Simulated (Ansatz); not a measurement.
Ideal-gas functions of F2H2HfSe2, SMILES `[F][Hf]([F])([SeH])[SeH]` at 600 K and 1 bar, from an Ansatz frequency run at PBE0-D4/def2-TZVP.

Molar mass 376.42 g/mol, point group C1 (symmetry number 1), electronic degeneracy 1, moments of inertia 403.172, 774.243, 989.083 u Å². Harmonic wavenumbers (cm⁻¹, unscaled): 31, 64, 94, 125, 132, 152, 189, 236, 254, 442, 453, 654, 661, 2409, 2412.

Use S(trans) = R[1.5 ln M + 2.5 ln T − 1.1517]; rotational temperatures θ = 24.2544 K / I; S(rot) = R[ln(√π/σ · √(T³/θAθBθC)) + 1.5]; for each mode x = 1.438777 ν̃/T, S = R[x/(eˣ − 1) − ln(1 − e⁻ˣ)] and H = RT x/(eˣ − 1); 1 cm⁻¹ = 0.0119627 kJ/mol; R = 8.31446 J/(mol·K).

Problem. By hand: the entropy, in J/(mol·K).

Solution. Translation 197.4. Rotation: θ = 0.0602, 0.0313, 0.0245 K, giving 138.5. Vibration, mode by mode: 29.93, 23.91, 20.72, 18.36, 17.91, 16.75, 14.97, 13.16, 12.56, 8.21, 8.02, 5.38, 5.30, 0.18, 0.17, in all 195.5. Electronic 0.0. Sum 531.4 J/(mol·K).

Problem. By hand: H − E and G − E in kJ/mol, counted from the electronic energy.

Solution. Zero-point energy ½ × 8308 × 0.0119627 = 49.7; thermal vibration 47.6; translation, rotation and pV give 4 RT = 20.0. H − E = 117.3 kJ/mol, and G − E = 117.3 − 600 × 531.4/1000 = -201.5 kJ/mol.

Vibration gives 37 % of the entropy, 110.8 J/(mol·K) of it from the modes under 150 cm⁻¹: soft modes count most, and the harmonic formula is weakest for them. The sum counts one conformer and one mirror image; others add a mixing term.
